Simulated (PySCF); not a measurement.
Ce³⁸⁺: ionisation energy

Ce³⁸⁺ [Ar] 3d2 (3F) → Ce³⁹⁺ [Ar] 3d1 (2D), as a difference of total energies. All numbers are calculated (PySCF 2.14, scalar relativity by spin-free X2C-1e, in an even-tempered Gaussian basis (18 s from 6.9 bohr⁻², ratio 2.5; 12 p from 9 bohr⁻², ratio 2.5; 7 d from 9 bohr⁻², ratio 2.5; 4 f from 31 bohr⁻², ratio 2.7; 3 g from 47 bohr⁻², ratio 2.7)). Correlated levels: outer shells: [Ne] frozen; virtual orbitals above 40 to 60 times the deepest correlated orbital energy dropped. The calculations carry no spin-orbit coupling.

```csv
method,ionisation energy (eV)
UHF,2695.9
LDA,2694.8
PBE,2695.6
PBE0,2696.1
r2SCAN,2697.5
BLYP,2696.1
PBEsol,2694.9
MP2 (outer shells),2695.6
SCS-MP2 (outer shells),2695.5
```

Spin-orbit coupling is strong in these open shells (close to jj coupling). The scalar numbers leave it out and a first-order estimate fails, so it can dominate the gap to the real levels.

Breit and QED terms and the two-electron picture change are absent.

For comparison: 2706 ± 4 eV (theoretical estimate listed by NIST; NIST Atomic Spectra Database, ionization energies).
